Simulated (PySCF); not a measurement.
H₄B₃Cl₃N₃ (cation, charge +1), SMILES ClB1NB(Cl)NB(Cl)[NH2+]1 (PBE0/def2-SVP optimised geometry):

```
13

Cl    -2.013    -2.774    -0.006
B     -1.128    -1.283    -0.003
N      0.315    -1.275    -0.004
B      1.104    -0.133    -0.002
Cl     2.830    -0.070    -0.003
N      0.362     1.228     0.000
B     -1.188     1.228     0.000
Cl    -1.958     2.774     0.000
N     -1.812    -0.012     0.000
H      0.784    -2.179    -0.005
H      0.693     1.784     0.804
H      0.693     1.786    -0.802
H     -2.830    -0.033     0.000
```

Calculation: PBE0/def2-TZVP (PySCF).

### Question
What are the frontier orbital energies?

### Answer
HOMO-2 -13.32 eV, HOMO-1 -13.30 eV, HOMO -13.24 eV, LUMO -5.94 eV, LUMO+1 -5.06 eV.

On the same geometry PBE/def2-TZVP (PySCF 2.14.0) gives HOMO-2 -11.99 eV, HOMO-1 -11.96 eV, HOMO -11.81 eV, LUMO -6.87 eV, LUMO+1 -6.06 eV.

Meta-Löwdin charges at PBE0/def2-TZVP: Cl1 -0.01, B2 0.26, N3 -0.34, B4 0.25, Cl5 0.01, N6 -0.30, B7 0.25, Cl8 0.01, N9 -0.34, H10 0.29, H11 0.32, H12 0.32, H13 0.29.
